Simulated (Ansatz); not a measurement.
Ansatz (a first-principles code) input (B3LYP-D3(BJ)/def2-TZVP):

Ansatz 0.2 input:
```yaml
crystal:
  periodic: [false, false, false]
  atoms:
    - {symbol: Bi, position_ang: [-1.03861121, 0.00000000, -0.00000000]}
    - {symbol: I, position_ang: [0.81325217, 0.00000000, -2.28329606]}
    - {symbol: I, position_ang: [0.81325217, 0.00000000, 2.28329606]}
basis:
  gaussian:
    orbitals: def2-TZVP
hamiltonian:
  xc: b3lyp
  dispersion: d3bj
total_charge: -1
phonons: {temperatures: {t_min: 298.15, t_max: 298.15, t_step: 100}}
```

Output:

```
Functional definition: B3LYP
integrals: 0.08 GiB planned
1227 factors; their error is unknown
mean field: 0.71 GiB planned
mean field evaluation 1: about -22053.5026 eV, gradient 1.6e1 eV
mean field evaluation 2: about -22053.1572 eV, gradient 2.2e1 eV
mean field evaluation 4: about -22053.9347 eV, gradient 7.4e-1 eV
mean field evaluation 8: about -22054.4407 eV, gradient 1.3e-1 eV
mean field evaluation 16: about -22054.4408 eV, gradient 2.4e-5 eV
mean field -22054.44075392 eV, -810.4857486697 hartree, gradient 2.3e-5 eV, S^2 0.000000; 0 other end points of the search recorded, 0 dependent functions left out
the calculation of the forces begins
reference -22054.44096922 eV, -810.4857565817 hartree; 37, 37 occupied and 113, 113 virtual orbitals, 1227 factors
these checks for a lower state are left out or cut short: stability, starts, cluster_reference, orbital_swaps, neighbouring_geometries, increment
integrals: 0.08 GiB planned
1227 factors; their error is unknown
mean field: 0.71 GiB planned
mean field -22054.44072609 eV, -810.4857476469 hartree, gradient 1.9e-6 eV, S^2 0.000000; 0 other end points of the search recorded, 0 dependent functions left out
the calculation of the forces begins
reference -22054.44094137 eV, -810.4857555583 hartree; 37, 37 occupied and 113, 113 virtual orbitals, 1227 factors
these checks for a lower state are left out or cut short: stability, starts, cluster_reference, orbital_swaps, neighbouring_geometries, increment
integrals: 0.08 GiB planned
1227 factors; their error is unknown
mean field: 0.71 GiB planned
mean field evaluation 32: about -22054.4408 eV, gradient 1.9e-6 eV
mean field -22054.44075880 eV, -810.4857488490 hartree, gradient 1.9e-6 eV, S^2 0.000000; 0 other end points of the search recorded, 0 dependent functions left out
the calculation of the forces begins
reference -22054.44097411 eV, -810.4857567615 hartree; 37, 37 occupied and 113, 113 virtual orbitals, 1227 factors
these checks for a lower state are left out or cut short: stability, starts, cluster_reference, orbital_swaps, neighbouring_geometries, increment
integrals: 0.08 GiB planned
1227 factors; their error is unknown
mean field: 0.71 GiB planned
mean field -22054.44076098 eV, -810.4857489290 hartree, gradient 8.0e-7 eV, S^2 0.000000; 0 other end points of the search recorded, 0 dependent functions left out
the calculation of the forces begins
reference -22054.44097628 eV, -810.4857568415 hartree; 37, 37 occupied and 113, 113 virtual orbitals, 1227 factors
these checks for a lower state are left out or cut short: stability, starts, cluster_reference, orbital_swaps, neighbouring_geometries, increment
integrals: 0.08 GiB planned
1227 factors; their error is unknown
mean field: 0.71 GiB planned
mean field -22054.44073267 eV, -810.4857478888 hartree, gradient 8.0e-7 eV, S^2 0.000000; 0 other end points of the search recorded, 0 dependent functions left out
the calculation of the forces begins
reference -22054.44094795 eV, -810.4857558003 hartree; 37, 37 occupied and 113, 113 virtual orbitals, 1227 factors
these checks for a lower state are left out or cut short: stability, starts, cluster_reference, orbital_swaps, neighbouring_geometries, increment
integrals: 0.08 GiB planned
1227 factors; their error is unknown
mean field: 0.71 GiB planned
mean field -22054.44065615 eV, -810.4857450767 hartree, gradient 1.3e-6 eV, S^2 0.000000; 0 other end points of the search recorded, 0 dependent functions left out
the calculation of the forces begins
reference -22054.44087142 eV, -810.4857529878 hartree; 37, 37 occupied and 113, 113 virtual orbitals, 1227 factors
these checks for a lower state are left out or cut short: stability, starts, cluster_reference, orbital_swaps, neighbouring_geometries, increment
integrals: 0.08 GiB planned
1227 factors; their error is unknown
mean field: 0.71 GiB planned
mean field evaluation 64: about -22054.4408 eV, gradient 1.3e-6 eV
mean field -22054.44084171 eV, -810.4857518960 hartree, gradient 1.2e-6 eV, S^2 0.000000; 0 other end points of the search recorded, 0 dependent functions left out
the calculation of the forces begins
reference -22054.44105703 eV, -810.4857598088 hartree; 37, 37 occupied and 113, 113 virtual orbitals, 1227 factors
Total energy: -22054.71363850 eV, -810.4957769930 hartree
Atom 0 at    -1.038611     0.000000     0.000000 Å, force     0.001180     0.000000    -0.000000 eV/Å
Atom 1 at     0.813252     0.000000    -2.283296 Å, force    -0.000590     0.000000     0.000897 eV/Å
Atom 2 at     0.813252     0.000000     2.283296 Å, force    -0.000590    -0.000000    -0.000897 eV/Å
Dipole moment:    -0.485560     0.000000     0.000000 e Å
Vibrations: 39.61 130.97 138.57 cm⁻¹, zero-point energy 0.019165 eV
```
